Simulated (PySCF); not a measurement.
C4H10BN, SMILES CB(/N=C/C)C.

The structure is a stationary point at B3LYP-D3(BJ)/def2-SVP. The structure was generated by enumeration; whether it is a known compound was not checked. The values are those of a single conformer.

Computed with PBE/def2-TZVP (PySCF).

Isolated molecule, no solvent.

Task: Estimate the frontier levels, gap, dipole moment and polarisability. (An estimate is asked for; the answer gives what the named calculation found.)

Result: 
```yaml
highest_occupied_level: -5.92 eV
lowest_empty_level: -1.34 eV
orbital_gap: 4.58 eV
dipole_moment: 1.90 D
quadrupole, principal values (traceless, Buckingham form, about the centre of nuclear charge): -3.87, -0.55, 4.42 D·Å
mean_static_polarisability: 80.8 bohr³ (11.98 Å³)
polarisability_principal_values: 61.1, 66.4, 115.0 bohr³
```
